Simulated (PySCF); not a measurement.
Si(CCH)2(Me)(OH) (C5H6OSi), SMILES C#C[Si](C)(O)C#C. Heavy atoms are numbered as in [CH:1]#[C:2][Si:3]([CH3:4])([OH:5])[C:6]#[CH:7]. Hydrogens are named by the atom that carries them.

Geometry optimised at PBE0-D3(BJ)/def2-SVP. The values are those of a single conformer.

Level of theory: PBE/pcSseg-1 (PySCF).

GIAO shieldings, no solvent; atoms alike by connectivity are averaged. δ = σ(ref) − σ: ¹³C against TMS (σ = 182.0 ppm); ²⁹Si against TMS (σ = 335.4 ppm); ¹⁷O against H2O (σ = 334.3 ppm); ¹H against TMS (σ = 31.49 ppm), references at their B3LYP-D3(BJ)/def2-TZVP geometries, non-relativistic.

```tsv
nucleus	atoms	count	δ (ppm)
¹³C	C1 (CH)	2	98.8
¹³C	C2	2	90.0
¹³C	C4 (CH3)	1	2.9
²⁹Si	Si3	1	-42.8
¹⁷O	O5 (OH)	1	62.2
¹H	H on C1	2	2.48
¹H	H on O5	1	1.57
¹H	H on C4	3	0.68
```
